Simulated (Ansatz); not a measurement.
Problem. Name a neutral molecule of Al, C, Zn and H with size of the dipole moment (PBE/def2-TZVPP) between 0.50 and 0.80 D and HOMO energy (PBE/def2-TZVPP) between -4.90 and -4.60 eV (Ansatz, PBE0-D4/def2-TZVP geometry).

Solution. `[CH2]1[AlH][Zn]1` (0.56 D, -4.66 eV). Other molecules can fit too; these were computed, each in one conformer that needn't be the lowest.
